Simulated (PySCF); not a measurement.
CH₆GaNO₂, singlet, at a GFN2-xTB geometry (such geometries of metal compounds can be far from the true shape). Base run: PBE/6-31G, polarisability in PySCF.

PySCF was given this input:
```python
from pyscf import gto, scf, dft
from pyscf.prop import polarizability

mol = gto.Mole()
mol.atom = '''
    Ga   -0.057535   -0.007105    0.367034
    N     0.735938   -0.620024   -1.198777
    C     0.303748   -0.099656   -2.493723
    H     0.853164   -1.628647   -1.240163
    H    -0.554581   -0.633444   -2.912242
    H     1.137000   -0.168875   -3.198219
    H     0.034701    0.949072   -2.376055
    O    -1.082078    1.403258    0.335288
    H    -1.371126    1.743918    1.182110
    O     0.307196   -0.623813    1.961162
    H     0.909433   -1.339231    2.148680
'''
mol.basis = '6-31g'
mol.charge = 0
mol.spin = 0
mol.verbose = 3
mol.build()

mf = dft.RKS(mol)
mf.xc = 'pbe'
mf.kernel()
alpha = mf.Polarizability().polarizability()[2, 2]
print('alpha_zz =', alpha)
```

The base run was repeated with changes; each row names its change, and settings that it needs were set with it.

```
change                                         alpha_zz (bohr³)  basis functions  core-seconds (rough)
---------------------------------------------  ----------------  ---------------  --------------------
base                                                      60.16               75                    20
basis = def2-SVP                                              ?                ?                    30
functional = hf                                           45.92               75                     2
basis = STO-3G                                            47.01               44                    10
finite field (a.u.) = 0.02; conv_tol = 1e-11              60.67               75                    30
finite field (a.u.) = 0.001; conv_tol = 1e-11             60.16               75                    20
finite field (a.u.) = 0.001; conv_tol = 1e-6              59.77               75                    10
basis = cc-pVDZ                                               ?                ?                    30
functional = lda,vwn                                      60.66               75                    10
basis = 6-31G*                                            61.49              100                    30
finite field (a.u.) = 2e-4; conv_tol = 1e-6               63.50               75                    20
functional = pbe0                                         55.01               75                    20
```

Question: Fill in the missing entries.

Answer: 
- basis = def2-SVP, alpha_zz (bohr³): 61.24
- basis = def2-SVP, basis functions: 118
- basis = cc-pVDZ, alpha_zz (bohr³): 62.94
- basis = cc-pVDZ, basis functions: 113

Finite-field rows take the second difference of the energy in a field along z; a small field with loose convergence shows SCF noise divided by the square of the field, and a large one adds hyperpolarisability.
